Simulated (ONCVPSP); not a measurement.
Br (Z = 35): variants of one ONCV potential

Base potential:

ONCVPSP 4.0.1 input, shortened (lines: element, Z, core and valence counts, functional; n l f; lmax; l rc ep ncon nbas qcut; lloc lpopt rc5 dvloc0; l nproj debl; icmod fcfact rcfact), PBEsol, scalar-relativistic:

```
  Br 35.00    5    3  -116133      upf
    1    0    2.00
    2    0    2.00
    2    1    6.00
    3    0    2.00
    3    1    6.00
    3    2   10.00
    4    0    2.00
    4    1    5.00
    2
    0    1.55    0.00    3    6    4.50
    1    1.20    0.00    3    7    6.70
    2    1.05    0.00    4    8   16.10
    2    5    1.05    0.00
    0    3    0.50
    1    2    2.80
    2    0    2.00
    0    0.00    0.00
```

In the s channel the program set the typed energies aside and used -0.740, 0.250, 0.750 Ha.

All-electron outer shells of the reference configuration (PBEsol, scalar-relativistic, ld1.x):

```tsv
shell	level (eV)	outermost node (bohr)	outermost maximum (bohr)
3s	-237.63	0.23	0.48
3p	-173.26	0.21	0.48
3d	-66.71	–	0.43
4s	-20.13	0.67	1.41
4p	-7.85	0.70	1.66
```

Cutoffs, loose and tight: the cutoffs (Ha) at which the residual kinetic energy of the hardest occupied pseudo-wave falls to 1 and 0.1 mHa per electron. They do not see the model core or the augmentation charge, which bear on the density cutoff. Test errors are all-electron minus pseudo excitation energies from the reference, over the configurations 3d10 4s2 4p4; 3d10 4s2 4p3; 3d10 4s2 4p2; 3d9 4s2 4p5. A dash means not determined; rows that change the core or the reference have their own tests.

1 further variants are left out, since the program set their typed debl aside.

A true bound ghost makes a file unfit for plane-wave use even where its test errors are small: the radial tests pick states by their node count and pass the ghost by.

```tsv
change	outcome	cutoff, loose	cutoff, tight	bound ghosts	GHOST(+) flags above zero	largest test error (meV)
base	generated, projector energies reset by the program	103 Ha	120 Ha	s, p	s	-620
functional PBE	generated, projector energies reset by the program	103 Ha	120 Ha	s, p	s	-623
p: nproj 3	generated, projector energies reset by the program	103 Ha	120 Ha	s, p	s	-604
s: qcut 5; p: qcut 7.4; d: qcut 17.7	generated, projector energies reset by the program	114 Ha	127 Ha	s, p	s	-702
p: qcut 3.7	generated, projector energies reset by the program	103 Ha	116 Ha	s	s, p	-386
```

Task: What comes out with this change to the base: core [Ar] 3d10, valence charge 7; reference 4s2 4p5; waves now 4s: rc 1.35 bohr, ncon 3, nbas 7, qcut 4.6 1/bohr, 2 projectors, debl 3.6 Ha; 4p: rc 1.30 bohr, ncon 5, nbas 8, qcut 5.7 1/bohr, 2 projectors, debl 2.6 Ha; local potential polynomial inside 1.20 bohr (lpopt 5, dvloc0 4 Ha)?

Result: outcome: generated; cutoff, loose: 102 Ha; cutoff, tight: 119 Ha; bound ghosts: p; GHOST(+) flags above zero: s; largest test error (meV): -41.
